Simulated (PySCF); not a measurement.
Polarisability and C₆ of Ta³⁺ (tantalum, charge +3)

[Xe] 4f14 5d2, high-spin 3F determinant. All numbers are calculated (PySCF 2.14, scalar relativity by spin-free X2C-1e, in ANO-RCC-VTZP (8s7p5d3f2g1h, 104 functions)). Coupled (time-dependent) response in atomic units; α is the mean over directions. The basis has no added diffuse functions, which lowers α and C₆.

```csv
method,mean α (bohr³),C₆ (like pair),S(−4)
PBEsol,6.668,32.99,21.74
```

S(−4) is the Cauchy moment in α(ω) = α(0) + S(−4) ω² + …

Spin-orbit coupling is absent.

α(iu) at PBEsol:

```tsv
u (hartree)	α(iu) (bohr³)
0	6.668
0.0500	6.615
0.100	6.465
0.200	5.990
0.300	5.461
0.500	4.587
0.750	3.818
1.00	3.239
1.50	2.390
2.00	1.818
3.00	1.150
5.00	0.5923
```

A single London oscillator, α(iu) = α/(1 + u²/ω²), gives C₆ = (3/4) ω α². Matching the computed C₆ needs ω = 4 × 32.99 / (3 × 6.668²) = 0.989 hartree.

For an ion, C₆ is the dispersion term alone; charge-induced terms of lower order in 1/R come first.

Spin-orbit coupling, absent here, splits the open shell strongly.
